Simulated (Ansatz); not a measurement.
**Abstraction of H: C2H6GeSi + CTeF3 → C2H5GeSi + TeH(CF3)**

Species: C2H6GeSi `[SiH3]C#[C][GeH3]`, singlet; CTeF3 `FC(F)(F)[Te]`, doublet; C2H5GeSi `[SiH2]C#[C][GeH3]`, doublet; TeH(CF3), singlet. A radical takes H: the energy is the difference in strength between the Si–H bond broken and the Te–H bond made.

Shapes, held fixed at every level: PBE0-D4/def2-TZVP. Programs: Ansatz 0.2.0. Electronic energies: no zero-point or thermal term.

```json
{"level": "HF/def2-TZVPP", "kind": "Hartree–Fock", "ΔE (kJ/mol)": "+105.0", "CPU time (sum over the molecules)": "–"}
{"level": "PBE-D4/def2-TZVPP", "kind": "GGA", "ΔE (kJ/mol)": "+64.1", "CPU time (sum over the molecules)": "35 s"}
{"level": "r2SCAN-D4/def2-TZVPP", "kind": "meta-GGA", "ΔE (kJ/mol)": "+70.1", "CPU time (sum over the molecules)": "94 s"}
{"level": "B3LYP-D4/def2-TZVPP", "kind": "global hybrid", "ΔE (kJ/mol)": "+80.7", "CPU time (sum over the molecules)": "68 s"}
{"level": "r2SCAN0-D4/def2-TZVPP", "kind": "global hybrid", "ΔE (kJ/mol)": "+77.2", "CPU time (sum over the molecules)": "90 s"}
{"level": "wB97M-V/def2-TZVPP", "kind": "range-separated hybrid", "ΔE (kJ/mol)": "+94.8", "CPU time (sum over the molecules)": "3.2 min"}
{"level": "wB97X-V/def2-TZVPP", "kind": "range-separated hybrid", "ΔE (kJ/mol)": "+90.1", "CPU time (sum over the molecules)": "2.2 min"}
{"level": "B2PLYP/def2-TZVPP", "kind": "double hybrid", "ΔE (kJ/mol)": "+86.5", "CPU time (sum over the molecules)": "83 s"}
```

B2PLYP/def2-TZVPP gives ΔE = +86.5 kJ/mol; the levels span +64.1 to +105.0. The median of the levels is +83.6. No measured value is set beside it here. Spin contamination: C2H5GeSi (⟨S²⟩ up to 0.87). Open shells run unrestricted. For atoms past krypton def2 sets carry core potentials with scalar relativity. Relativity is left out for Ge. Outer-core shells of Ge, Te are correlated, in sets that cover them unevenly. Times are processor times on shared x86 and Arm servers, and rough.
